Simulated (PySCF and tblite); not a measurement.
C6H11F, numbered as in [F:1][CH:2]1[CH2:3][CH2:4][CH2:5][CH2:6][CH2:7]1.

Conformers came from 90 starts (ETKDG and KDG, MMFF94s, GFN2-xTB); geometries are PBE0-D3(BJ)/def2-SVP. Weights use PBE0-D3(BJ)/def2-TZVP energies plus GFN2-xTB zero-point and thermal terms (modes under about 100 cm⁻¹ blended into free rotors). Symmetry numbers and mirror images are counted. Conformers within 4 kcal/mol (GFN2-xTB free energy) were kept, 7 at most. Couplings: B3LYP/pcSseg-1 with pcJ-1 on H, F (gas phase; spin-dipole term only for pairs with B, N, F, Si or P). Couplings are for ¹⁹F, ¹H. Of two unlike H on one atom, a is the less shielded (PBE0/pcSseg-1). Programs: PySCF with density fitting and tblite.

The 6-ring runs over atoms 2–3–4–5–6–7.

```csv
conformer,shape,weight %
1,6-ring chair (all substituents equatorial),63.1
2,6-ring chair (F1 axial),36.9
```

Task: Give the couplings in each conformer and the averages at 298.15 K (pairs that fast motion interchanges averaged).

Result: 
| coupling | pairs | 1 | 2 | average (Hz) |
| --- | --- | --- | --- | --- |
| ²J(F1,H2) | 1 | 56.5 | 55.7 | 56.2 |
| ³J(F1,H3a) | 2 | 6.1 | 40.4 | 18.7 |
| ³J(F1,H3b) | 2 | 8.8 | 8.8 | 8.8 |
| ⁴J(F1,H4b) | 2 | -1.8 | 0.9 | -0.8 |
| ⁴J(F1,H4a) | 2 | 4.2 | 1.0 | 3.0 |
| ⁵J(F1,H5a) | 1 | 4.7 | 2.0 | 3.7 |
| ³J(H2,H3a) | 2 | 5.1 | 2.1 | 4.0 |
| ³J(H2,H3b) | 2 | 11.6 | 4.2 | 8.9 |
| ⁴J(H2,H4a) | 2 | -0.8 | -0.9 | -0.8 |
| ²J(H3a,H3b) | 2 | -13.9 | -15.4 | -14.4 |
| ³J(H3a,H4b) | 2 | 3.9 | 4.9 | 4.3 |
| ³J(H3a,H4a) | 2 | 3.7 | 14.9 | 7.8 |
| ⁴J(H3a,H5a) | 2 | 1.2 | 0.0 | 0.8 |
| ⁴J(H3a,H5b) | 2 | -0.6 | -0.6 | -0.6 |
| ⁴J(H3a,H7a) | 1 | 2.1 | 1.1 | 1.7 |
| ³J(H3b,H4b) | 2 | 14.9 | 2.9 | 10.5 |
| ³J(H3b,H4a) | 2 | 4.5 | 4.3 | 4.4 |
| ⁴J(H3b,H5a) | 2 | -0.5 | -0.6 | -0.5 |
| ⁴J(H3b,H5b) | 2 | 0.0 | 1.5 | 0.6 |
| ⁴J(H3b,H7b) | 1 | 0.0 | 2.2 | 0.8 |
| ²J(H4b,H4a) | 2 | -15.4 | -14.9 | -15.2 |
| ³J(H4b,H5a) | 2 | 4.2 | 4.0 | 4.2 |
| ³J(H4b,H5b) | 2 | 14.3 | 3.3 | 10.2 |
| ⁴J(H4b,H6a) | 2 | -0.5 | -0.6 | -0.6 |
| ³J(H4a,H5a) | 2 | 3.0 | 14.6 | 7.3 |
| ³J(H4a,H5b) | 2 | 4.2 | 4.1 | 4.2 |
| ⁴J(H4a,H6a) | 1 | 2.1 | 0.0 | 1.3 |
| ²J(H5a,H5b) | 1 | -14.9 | -14.8 | -14.9 |

Computed couplings to fluorine can be off by tens of per cent at such levels.
